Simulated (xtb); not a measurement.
Si(Cl)(H)(SH)2 (ClH3S2Si), SMILES [SiH](Cl)(S)S. All values are semi-empirical tight-binding results from xtb (GFN2-xTB unless named), good for trends rather than for accurate numbers. Geometry optimised at GFN2-xTB. The values are those of a single conformer.

Optimised geometry:

```xyz
7

Si     0.2526     0.1027    -0.4513
S     -0.9112     1.7620     0.2811
S     -0.9917    -1.6403    -0.6976
Cl     1.7337    -0.2078     0.8636
H      0.7286     0.3777    -1.7895
H     -1.9700     1.5519    -0.4881
H     -1.3213    -1.7821     0.5793
```
Charge 0, spin multiplicity 1.

The orbital gap comes out as 4.74 eV and the zero-point energy is 17.4 kcal/mol. The G − E(el) at 298.15 K (modified RRHO) is -3.0 kcal/mol and the static polarisability (D4 model) is 83.6 bohr³. The solvation energy, GFN2-xTB/ALPB(water) is -1.9 kcal/mol and the solvation energy, GFN2-xTB/ALPB(ch2cl2) is -6.1 kcal/mol.

Problem. Give the atomic charges and the Wiberg bond orders between heavy atoms. (An estimate is asked for; the answer gives what the named calculation found.)

Solution. charges (e) Si1 0.54, S2 -0.33, S3 -0.36, Cl4 -0.19, H5 -0.02, H6 0.18, H7 0.18. Bond orders Si1–S2 1.00, Si1–S3 0.96, Si1–Cl4 1.15.
